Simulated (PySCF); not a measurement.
**Electronic structure of As³⁺ (arsenic, charge +3) at the r2SCAN level**

Configuration: [Ar] 3d10 4s2, closed-shell 1S. All numbers are calculated (PySCF 2.14, scalar relativity by spin-free X2C-1e, in x2c-QZVPPall).

| Quantity | Value |
| --- | --- |
| Total energy | -2258.668 hartree |
| One-electron energy | -3104.988 hartree |
| Hartree (Coulomb) energy | 929.690 hartree |
| Exchange-correlation energy | -83.370 hartree |
| ⟨S²⟩ | 0.0000 |
| ⟨L²⟩ | 0.000 |
| Sum of ⟨r⟩ | 16.65 bohr |
| Sum of ⟨r²⟩ | 16.37 bohr² |
| Langevin diamagnetic susceptibility | -13.0 ×10⁻⁶ cm³/mol |

```
shell  electrons  mean orbital energy (hartree)  rms radius, mean of both spins (bohr)
   1s          2                     -432.68804                                 0.0525
   2s          2                      -56.33561                                  0.220
   2p          6                      -49.48568                                  0.196
   3s          2                       -8.45631                                  0.641
   3p          6                       -6.30864                                  0.668
   3d         10                       -2.78943                                  0.752
   4s          2                       -1.64321                                   1.86
```

Densities and radii are taken from the X2C orbitals without a picture-change correction, which distorts them close to the nucleus.
